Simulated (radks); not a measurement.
Task: Neutral zinc, [Ar] 3d10 4s2. Calculated with a radial shooting solver on a logarithmic mesh with Libxc functionals: non-relativistic Kohn-Sham, PBE, spin-polarised, spherical densities, point nucleus. Every spin shell is full or empty, so the densities are truly spherical. Functionals are evaluated on that one density, not self-consistently. Rank these orbital-free kinetic functionals by their error against the exact value of the orbitals, and give that value: Thomas-Fermi, von Weizsacker, TF + vW/5, Perdew 92, Thakkar, Pearson, LKT, DePristo-Kress.

Result: Exact: 1777.93 hartree. From best to worst, with 100 (|E| - |E exact|)/|E exact| (equal figures are ties): DePristo-Kress -0.19, Thakkar -0.55, Perdew 92 -0.86, Pearson -1.29, TF + vW/5 +3.52, Thomas-Fermi -6.35, LKT +23.34, von Weizsacker -50.65.
